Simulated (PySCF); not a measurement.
## Excitation energy of Se(2+) by level of theory

Se(2+) [Ar] 3d10 4s2 4p2 (3P) → Se(2+) [Ar] 3d10 4s1 4p3 (5S), as a difference of total energies. All numbers are calculated (PySCF 2.14, the spin-free X2C one-electron Hamiltonian (Gaussian nucleus), in x2c-TZVPPall (6s5p4d1f, 48 functions)). Correlated levels: valence and next inner shell: [Ne] frozen. The calculations carry no spin-orbit coupling.

```tsv
method	excitation energy (eV)
UHF	6.330
MP2 (valence and next inner shell)	7.544
SCS-MP2 (valence and next inner shell)	7.955
CCSD (valence and next inner shell)	7.734
CCSD(T) (valence and next inner shell)	7.790
```

Question: How much does correlation contribute at CCSD(T) (valence and next inner shell)?

Answer: 7.790 − (6.330) = 1.460 eV, measured against UHF.

A first-order spin-orbit estimate (lowest level to lowest level, LS coupling) adds 0.296 eV.
